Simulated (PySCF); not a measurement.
H2MgSe2 (SMILES [SeH][Mg][SeH]), singlet, geometry from GFN2-xTB (such geometries of metal compounds can be far from the true shape).

The PySCF input:
```python
from pyscf import gto, scf, dft

mol = gto.Mole()
mol.atom = '''
    Mg    0.450430   -0.485776   -0.196969
    Se    0.675712    1.480717   -1.568291
    H     1.750750    1.087219   -2.430161
    Se   -0.876894   -1.265708    1.654595
    H    -0.315734   -2.568210    1.859426
'''
mol.basis = 'sto-3g'
mol.charge = 0
mol.spin = 0
mol.verbose = 4
mol.max_memory = 1800
mol.build()

mf = dft.RKS(mol)
mf.xc = 'pbe'
mf = mf.density_fit(auxbasis='def2-universal-jkfit')
mf.kernel()
```

**Question.** Predict the nuclear repulsion energy from DF-PBE/STO-3G in PySCF.

**Answer.** 351.0267 Eh

**Question.** Predict the number of basis functions from DF-PBE/STO-3G.

**Answer.** 47

**Question.** Estimate the HOMO-LUMO gap that DF-PBE/STO-3G returns for this input.

**Answer.** 3.79 eV
